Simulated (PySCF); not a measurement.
## Radial density of Er⁴⁴⁺ (erbium, charge +44)

UHF, [Ar] 3d6, high-spin 5D determinant. All numbers are calculated (PySCF 2.14, the spin-free X2C one-electron Hamiltonian (Gaussian nucleus), in an even-tempered Gaussian basis (18 s from 9.2 bohr⁻², ratio 2.5; 12 p from 12 bohr⁻², ratio 2.5; 7 d from 12 bohr⁻², ratio 2.5; 4 f from 47 bohr⁻², ratio 2.7; 3 g from 70 bohr⁻², ratio 2.7)).

```csv
r (bohr),4πr²ρ (e/bohr),4πr²(ρα − ρβ)
0.0189,86.67,0.0180
0.0317,82.31,0.2523
0.0534,114.5,2.2012
0.0898,91.14,10.9313
0.151,76.38,22.7102
0.254,51.88,11.4446
0.427,2.647,0.5312
0.719,0.004582,0.0011
```

Densities and radii are taken from the X2C orbitals without a picture-change correction, which distorts them close to the nucleus.

Spin-orbit coupling is strong in this species (close to jj coupling), so the high-spin LS determinant is a model state, not a physical level.
